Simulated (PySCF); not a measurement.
# I⁴⁺: fine-structure interval

I⁴⁺ [Kr] 4d10 5s2 5p1 [5p1/2^1, M_J = 1/2] → I⁴⁺ [Kr] 4d10 5s2 5p1 [5p3/2^1, M_J = 3/2], as a difference of total energies. All numbers are calculated (PySCF 2.14, the two-component X2C-1e Hamiltonian, in x2c-SVPall-2c (6s8p4d, 50 functions)). Correlated levels: [Ar] 3d10 frozen; the 6 highest virtual spinors dropped. "Screened" scales the spin-orbit matrix elements by Boettger's factors to mimic the two-electron term; Breit and QED terms are absent.

```json
{"method": "GHF (screened spin-orbit)", "fine-structure interval (cm⁻¹)": "13386"}
{"method": "GMP2 (screened spin-orbit)", "fine-structure interval (cm⁻¹)": "12551"}
{"method": "GHF (bare spin-orbit)", "fine-structure interval (cm⁻¹)": "13896"}
```
